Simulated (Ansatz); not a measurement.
`[SiH3][SiH2]B1C[SiH2]1` → `[SiH3]B1C[SiH2]1` + `[SiH2]` at 500 K and 1 bar (silylene loss).

Computed with Ansatz on PBE0-D4/def2-TZVP structures; ΔE is electronic, products minus reactants. CBS: MP2 limit from def2 TZ/QZ plus the TZ coupled-cluster correction, frozen cores. This one scheme is used for every species. One conformer a species, not always the lowest.

```
                 species  CCSD(T)/CBS energy (Eh)  H − E (kJ/mol)  S (J/(mol·K))
`[SiH3][SiH2]B1C[SiH2]1`               -935.41977           294.5          495.8
      `[SiH3]B1C[SiH2]1`               -645.13652           233.4          410.1
                `[SiH2]`               -290.19011            48.0          226.5
```

H − E and S are ideal-gas, rigid-rotor, harmonic terms from PBE0-D4/def2-TZVP, for one conformer and one mirror image of each species. 1 Eh = 2625.50 kJ/mol, R = 8.31446 J/(mol·K).

Q: By hand: ΔE, ΔH, ΔS and ΔG.

A: ΔE = (-645.13652) + (-290.19011) − (-935.41977) = 0.09314 Eh = 244.5 kJ/mol. Δ(H − E) = 233.4 + 48.0 − 294.5 = -13.1, so ΔH = 231.4 kJ/mol. ΔS = 410.1 + 226.5 − 495.8 = 140.8 J/(mol·K). ΔG = 231.4 − 500 × (140.8)/1000 = 161.0 kJ/mol.

Q: By hand: the equilibrium constant, and the temperature at which ΔG would vanish if ΔH and ΔS stayed fixed.

A: log₁₀ K = −ΔG/(RT ln 10) = -16.8. ΔG = 0 at ΔH/ΔS = 1643 K.

The number of gas molecules changes by +1, which sets the sign of ΔS. A doubt of 5 kJ/mol in ΔE shifts log₁₀ K by 0.5 here. Other conformers and mirror images would add mixing entropy, several J/(mol·K) or more a flexible species. Modes under 60 cm⁻¹, often nearly free rotors, make the harmonic entropy too high. These are equilibria of isolated gas molecules and say nothing of rates. Largest T1 diagnostic: 0.015 (customary marks: 0.02 for closed shells, 0.045 for open ones).
